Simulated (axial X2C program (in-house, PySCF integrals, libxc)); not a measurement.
# Working with the constants of GaI⁻

A bond curve at the CCSD(T) level, 2c, was computed with an in-house all-electron X2C program for linear molecules (integrals from PySCF) (basis I dyall-acv3z [12s13p9d5f1g], Ga dyall-acv3z [10s10p8d5f1g] (cores contracted in-house)) for the state Ω = 1/2 (⟨Sz⟩ = -0.50, ⟨Lz⟩ = 1.00 at HF). Its fit gives Re = 2.8685 Å, ωe = 128.7 cm⁻¹, ωexe = 0.63 cm⁻¹ and αe = 2.766e-04 cm⁻¹; the masses are 126.9045 and 68.9256 u. Two-component means X2C with spin–orbit coupling and atomic mean-field Coulomb and Gaunt terms.

Correlated methods: 11 electrons correlated (number of frozen shells: I 4 s, 3 p, 2 d; Ga 3 s, 2 p, 1 d), 371 virtual spin orbitals or spinors in MP2, 90 natural virtuals in coupled cluster.

(1) Find the reduced mass, Be and the force constant.

(2) A Morse curve ties αe to the other constants (Pekeris). How well does that hold?

(3) Where do the fundamental and the first overtone lie?

(4) Estimate the centrifugal constant by the Kratzer relation.

The state is a single determinant with fixed occupations, the lowest that a limited PBE0 search found. Coupled cluster ran in a truncated set of natural virtual spinors; the MP2 energy of the rest was added. (T) has no such correction and the atoms are truncated less, which lowers De at CCSD(T) by a hundredth of an eV or more. With the outer-core shells frozen, correlated bond lengths of heavy atoms tend to come out a few hundredths of an ångström too long.

## Answers

(1) From the CCSD(T) values: μ = 44.6661 u. Be = 16.8576/(μ Re²) = 0.04587 cm⁻¹. k = 5.8918×10⁻⁷ μ ωe² = 0.436 mdyn/Å.

(2) αe(Morse) = 6Be²/ωe × (√(ωexe/Be) − 1) = 2.654e-04 cm⁻¹; the CCSD(T) curve gives 2.766e-04 cm⁻¹, a ratio of 0.96.

(3) ν(1←0) = ωe − 2ωexe = 127.4 cm⁻¹; ν(2←0) = 2ωe − 6ωexe = 253.6 cm⁻¹.

(4) D = 4Be³/ωe² = 2.33e-08 cm⁻¹.
